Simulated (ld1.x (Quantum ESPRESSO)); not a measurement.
Pseudopotential generation for Fe: RRKJ, PBE, scalar-relativistic.

Input for ld1.x (Quantum ESPRESSO) 7.5:

```
&input
   title='Fe', zed=26., rel=1, dft='PBE', iswitch=3,
   config='[Ar] 3d6 4s2 4p0',
   nld=3, rlderiv=3.65, eminld=-3.0, emaxld=5.0, deld=0.02
 /
 &inputp
   pseudotype=2, tm=.false., lloc=0,
   nlcc=.true., new_core_ps=.true.,
   file_pseudopw='Fe.UPF', file_wfcaegen='ae.wfc', file_wfcncgen='nc.wfc', file_beta='beta', file_chi='chi'
 /
3
4P  2  1   0.00   0.00  3.35  3.35  0.0
3D  3  2   6.00   0.00  1.40  1.40  0.0
4S  1  0   2.00   0.00  2.45  2.45  0.0
 &test
   configts(1)='3d6 4s2 4p0'
 /
```

Command:

```bash
ld1.x < Fe.in > Fe.out
```

The program printed (shortened: banner, matrices, multipoles, cross overlaps and the repeated all-electron block are left out):

```
Program LD1 v.7.5
     --------------------------- All-electron run ----------------------------

     Fe
     scalar relativistic calculation

     atomic number is 26.00
     dft =PBE   lsd =0 sic =0 latt =0  beta=0.20 tr2=1.0E-14
     Exchange-correlation= PBE
                           (   1   4   3   4   0   0   0)
     mesh =1191 r(mesh) = 101.18024 a.u. xmin = -7.00 dx = 0.01250
     1 Ry =  13.60569312 eV, c = 137.03599908

     n l     nl                  e(Ry)          e(Ha)          e(eV)
     1 0     1S 1( 2.00)      -514.4115      -257.2057     -6998.9247
     2 0     2S 1( 2.00)       -60.2488       -30.1244      -819.7264
     2 1     2P 1( 6.00)       -51.3354       -25.6677      -698.4539
     3 0     3S 1( 2.00)        -6.9102        -3.4551       -94.0175
     3 1     3P 1( 6.00)        -4.4131        -2.2065       -60.0427
     3 2     3D 1( 6.00)        -0.5516        -0.2758        -7.5048
     4 0     4S 1( 2.00)        -0.3889        -0.1945        -5.2918
     4 1     4P 1( 0.00)        -0.0974        -0.0487        -1.3253

     final scf error:  5.6E-15 reached in  30 iterations

     Etot =   -2544.902313 Ry,   -1272.451157 Ha,  -34625.159902 eV

     Ekin =    2575.339029 Ry,    1287.669514 Ha,   35039.272513 eV
     Encl =   -6085.383349 Ry,   -3042.691675 Ha,  -82795.858387 eV
     Eh   =    1076.231767 Ry,     538.115884 Ha,   14642.879154 eV
     Exc  =    -111.089760 Ry,     -55.544880 Ha,   -1511.453182 eV

     normalization and overlap integrals

     s(1S/1S) =  1.000000  <r> =   0.0585  <r2> =    0.0046  r(max) =   0.0385
     s(2S/2S) =  1.000000  <r> =   0.2669  <r2> =    0.0841  r(max) =   0.2213
     s(2P/2P) =  1.000000  <r> =   0.2355  <r2> =    0.0682  r(max) =   0.1790
     s(3S/3S) =  1.000000  <r> =   0.8106  <r2> =    0.7587  r(max) =   0.6990
     s(3P/3P) =  1.000000  <r> =   0.8577  <r2> =    0.8683  r(max) =   0.7167
     s(3D/3D) =  1.000000  <r> =   1.1409  <r2> =    1.7649  r(max) =   0.7078
     s(4S/4S) =  1.000000  <r> =   2.9886  <r2> =   10.4166  r(max) =   2.4095
     s(4P/4P) =  1.000000  <r> =   4.4716  <r2> =   24.1571  r(max) =   3.3348

     ------------------------ End of All-electron run ------------------------

     --------------------- Generating NC pseudopotential ---------------------

      Generating local pot.: lloc=0, matching radius rcloc =   2.4500

      Computing core charge for nlcc:

       r > 0.88 : true rho core
      Core charge pseudized with two Bessel functions
      Integrated core pseudo-charge :  10.19

      Wfc   4P  rcut= 3.377  Estimated cut-off energy=       15.24 Ry
      This function has    0 nodes for 0 < r <    3.377

      Wfc   3D  rcut= 1.408  Estimated cut-off energy=      118.09 Ry
      This function has    0 nodes for 0 < r <    1.408

     ------------------- End of pseudopotential generation -------------------

     Computing logarithmic derivative in   3.66260
     Computing logarithmic derivative in   3.66260
     Computing the partial wave expansion
       no projector for channel:   0
     R is outside the sphere for l=    1 j= 0.00
     R is outside the sphere for l=    2 j= 0.00

     ---------------------- Testing the pseudopotential ----------------------

     Fe
     scalar relativistic calculation

     atomic number is 26.00   valence charge is  8.00
     dft =PBE   lsd =0 sic =0 latt =0  beta=0.20 tr2=1.0E-14
     mesh =1191 r(mesh) = 101.18024 xmin = -7.00 dx = 0.01250

     n l     nl             e AE (Ry)        e PS (Ry)    De AE-PS (Ry)
     3 2     3D   1( 6.00)       -0.55159       -0.55159        0.00000
     1 0     4S   1( 2.00)       -0.38894       -0.38894        0.00000
     2 1     4P   1( 0.00)       -0.09741       -0.09741        0.00000

     eps = 2.9E-15  iter = 12

     Etot =   -2544.902313 Ry,   -1272.451157 Ha,  -34625.159902 eV
     Etotps =   -61.934224 Ry,     -30.967112 Ha,    -842.658047 eV

     Ekin =      64.829091 Ry,      32.414546 Ha,     882.044719 eV
     Encl =     -59.865702 Ry,     -29.932851 Ha,    -814.514368 eV
     Ehrt =      38.942310 Ry,      19.471155 Ha,     529.837114 eV
     Ecxc =     -32.455516 Ry,     -16.227758 Ha,    -441.579795 eV
     (Ecc =     -19.995432 Ry,      -9.997716 Ha,    -272.051711 eV)
     Epseu=     -73.384407 Ry,     -36.692203 Ha,    -998.445718 eV

     ---------------------- End of pseudopotential test ----------------------
```

Generation and configuration tests took about 1.6 s on one core of a shared server CPU.
